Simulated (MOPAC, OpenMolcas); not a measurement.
**How methods differ on GaSiH4O (SMILES [SiH3][O][GaH])**

GaSiH4O: 7 atoms, total charge 0, spin state doublet. SMILES: `[SiH3][O][GaH]`. The coordinates come from a PBE0-D4/def2-TZVP relaxation. This is one conformer, not always the lowest.

```xyz
7

Si   -0.9071    0.5767   -0.2445
O     0.2817   -0.3754    0.3404
Ga    1.9723   -0.8958    0.0478
H    -2.0990   -0.2483   -0.5787
H    -0.4737    1.2974   -1.4758
H    -1.2957    1.5865    0.7763
H     2.5215   -1.9410    1.1344
```

Quantity: the dipole moment, in D. The values are calculated.

```
         level            kind     program  value (D)   CPU time
           PM7  semi-empirical       MOPAC       1.80  under 2 s
   UHF/cc-pVDZ    Hartree–Fock  OpenMolcas       1.71      8.8 s
USVWN5/cc-pVDZ             LDA  OpenMolcas       1.03       25 s
  UPBE/cc-pVDZ             GGA  OpenMolcas       1.09       39 s
UM06-L/cc-pVDZ        meta-GGA  OpenMolcas       1.17       49 s
UB3LYP/cc-pVDZ   global hybrid  OpenMolcas       1.27       37 s
```

All-electron rows without a relativistic Hamiltonian named are non-relativistic. The values span 1.03 to 1.80 D. Magnitudes only. CPU times are rough (shared hosts, several kinds of processor): they show what a rung costs within a factor of a few.
